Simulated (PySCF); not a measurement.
# Excitation energy of Br²⁺ by level of theory

Br²⁺ [Ar] 3d10 4s2 4p3 (4S) → Br²⁺ [Ar] 3d10 4s1 4p3 4d1 (6D), as a difference of total energies. Calculation: PySCF 2.14, in aug-cc-pVTZ-PP with one added diffuse shell each of s, d, f type with ECP10MDF (7s5p5d3f, 68 functions); scalar relativity through the core potential. Correlated levels: valence: 3s2 3p6 3d10 frozen. The calculations carry no spin-orbit coupling.

| method | excitation energy (eV) |
| --- | --- |
| UHF | 24.630 |
| LDA | 27.731 |
| PBE | 27.190 |
| PBE0 | 26.859 |
| r2SCAN | 26.748 |
| CAM-B3LYP | 27.723 |
| B2PLYP | 27.200 |
| r2SCANh | 26.679 |
| M06 | 27.855 |
| MP2 (valence) | 26.088 |
| SCS-MP2 (valence) | 26.509 |

Q: How much does correlation contribute at MP2 (valence)?

A: 26.088 − (24.630) = 1.458 eV, measured against UHF.

The promoted electron is Rydberg-like, and one or two diffuse shells describe it only roughly, which tends to raise the upper state.
